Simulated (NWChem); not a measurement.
System: CH$_{3}$F$_{3}$Sn; SMILES [CH3][Sn]([F])([F])[F]

Here is an NWChem input.

```
start job
memory heap 200 mb stack 900 mb global 1100 mb
geometry units angstroms noautoz
  C      0.000370    -2.156191     0.008886
  Sn    -0.000158    -0.015719     0.000303
  F      1.050041     0.763531    -1.439173
  F      0.718396     0.776404     1.624583
  F     -1.768943     0.768923    -0.194351
  H     -1.045688    -2.494210    -0.102517
  H      0.426002    -2.489432     0.972571
  H      0.621191    -2.496428    -0.839487
end
basis spherical
  * library 3-21g
end
dft
  xc b3lyp
  iterations 150
  mulliken
end
task dft energy
```

The geometry was optimised at PBE-D3(BJ)/def2-SVP (def2 core potentials past Kr).

**Question.** Give the results of this calculation. (B3LYP/3-21G, non-relativistic.) Quantities: basis functions; energy (Ha); highest occupied level (eV); orbital gap (eV); dipole (D).

**Answer.** 
- number of basis functions = 73
- energy (Ha) = -6336.54
- highest occupied level (eV) = -8.98
- orbital gap (eV) = 7.37
- dipole (D) = 4.02
